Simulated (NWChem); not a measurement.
System: CH5Al; SMILES [AlH2][CH3]

The following NWChem deck was run.

```
start job
memory heap 200 mb stack 900 mb global 1100 mb
geometry units angstroms noautosym nocenter noautoz
  Al     0.010410     0.716897    -0.008486
  H     -1.369631     1.514565     0.009253
  H      1.372500     1.544444     0.009410
  C      0.011187    -1.239230    -0.018753
  H     -0.238208    -1.618990     0.988889
  H      0.984619    -1.672709    -0.296313
  H     -0.756704    -1.647163    -0.697019
end
basis spherical
  * library def2-svp
end
dft
  xc b3lyp
  iterations 150
end
property
  response 1 0.0773
end
task dft property
```

Output (shortened):

```
             Northwest Computational Chemistry Package (NWChem) 7.3.0
             --------------------------------------------------------

                             Geometry "geometry" -> ""
                             -------------------------

 Output coordinates in angstroms (scale by  1.889725989 to convert to a.u.)

  No.       Tag          Charge          X              Y              Z
 ---- ---------------- ---------- -------------- -------------- --------------
    1 Al                  13.0000     0.01041000     0.71689700    -0.00848600
    2 H                    1.0000    -1.36963100     1.51456500     0.00925300
    3 H                    1.0000     1.37250000     1.54444400     0.00941000
    4 C                    6.0000     0.01118700    -1.23923000    -0.01875300
    5 H                    1.0000    -0.23820800    -1.61899000     0.98888900
    6 H                    1.0000     0.98461900    -1.67270900    -0.29631300
    7 H                    1.0000    -0.75670400    -1.64716300    -0.69701900

 Effective nuclear repulsion energy (a.u.)      50.4100108435

                              NWChem Property Module
                              ----------------------

                                 NWChem DFT Module
                                 -----------------

 Summary of "ao basis" -> "ao basis" (spherical)
 ------------------------------------------------------------------------------
       Tag                 Description            Shells   Functions and Types
 ---------------- ------------------------------  ------  ---------------------
 Al                         def2-svp                 8       18   4s3p1d
 H                          def2-svp                 3        5   2s1p
 C                          def2-svp                 6       14   3s2p1d

            General Information
            -------------------
          SCF calculation type: DFT
          Wavefunction type:  closed shell.
          No. of atoms     :     7
          No. of electrons :    24
           Alpha electrons :    12
            Beta electrons :    12
          Charge           :     0
          Spin multiplicity:     1
          Use of symmetry is: off; symmetry adaption is: off
          Maximum number of iterations: 150
          AO basis - number of functions:    57
                     number of shells:    29
          Convergence on energy requested:  1.00D-06
          Convergence on density requested:  1.00D-05
          Convergence on gradient requested:  5.00D-04

              XC Information
              --------------
                         B3LYP Method XC Potential
                     Hartree-Fock (Exact) Exchange  0.200
                        Slater Exchange Functional  0.800 local
                    Becke 1988 Exchange Functional  0.720 non-local
              Lee-Yang-Parr Correlation Functional  0.810
                  VWN I RPA Correlation Functional  0.190 local

             Grid Information
             ----------------
          Grid used for XC integration:  medium
          Radial quadrature: Mura-Knowles
          Angular quadrature: Lebedev.
          Tag              B.-S. Rad. Rad. Pts. Rad. Cut. Ang. Pts.
          ---              ---------- --------- --------- ---------
          Al                  1.25       88           8.0       590
          H                   0.35       45          11.0       434
          C                   0.70       49           9.0       434
          Grid pruning is: on
          Number of quadrature shells:   362
          Spatial weights used:  Erf1

      Superposition of Atomic Density Guess
      -------------------------------------

 Sum of atomic energies:        -281.91262278

      Non-variational initial energy
      ------------------------------

 Total energy =    -282.614113
 1-e energy   =    -489.023053
 2-e energy   =     155.998929
 HOMO         =      -0.349364
 LUMO         =      -0.007371

   convergence    iter        energy       DeltaE   RMS-Dens  Diis-err
 ---------------- ----- ----------------- --------- --------- ---------
 d= 0,ls=0.0,diis     1   -283.4247340004 -3.34D+02  8.35D-03  1.41D-01
 d= 0,ls=0.0,diis     2   -283.4354281360 -1.07D-02  4.17D-03  5.82D-02
 d= 0,ls=0.0,diis     3   -283.4416623544 -6.23D-03  1.48D-03  1.45D-02
 d= 0,ls=0.0,diis     4   -283.4436969168 -2.03D-03  1.77D-04  3.75D-05
 d= 0,ls=0.0,diis     5   -283.4437044576 -7.54D-06  3.20D-05  1.86D-06
 d= 0,ls=0.0,diis     6   -283.4437047761 -3.18D-07  2.98D-06  3.69D-08

         Total DFT energy =     -283.443704776085
      One electron energy =     -491.149669635325
           Coulomb energy =      183.229760878640
    Exchange-Corr. energy =      -25.933806862874
 Nuclear repulsion energy =       50.410010843473

 Numeric. integr. density =       23.999997833796

                       DFT Final Molecular Orbital Analysis
                       ------------------------------------

[...]

 DFT Linear Response polarizability / au
 Frequency  =       0.0773000 / au
 Wavelength =     589.4353558 / nm
              X              Y              Z
 -----------------------------------------------
 X      39.3657069      0.2370006     -0.0120317
 Y       0.2370066     45.4999996     -0.0751807
 Z      -0.0120319     -0.0751734     28.6894822
 -----------------------------------------------
 Eigenvalues =      39.3565717     45.5094823     28.6891347
 Isotropic   =      37.8517295
 Anisotropic =      14.7407024
 -----------------------------------------------

 Magnetic Dipole Response Matrix (nonzero elements):
```

Level: B3LYP/def2-SVP. All runs use the structure optimised with PBE0/def2-SVP.
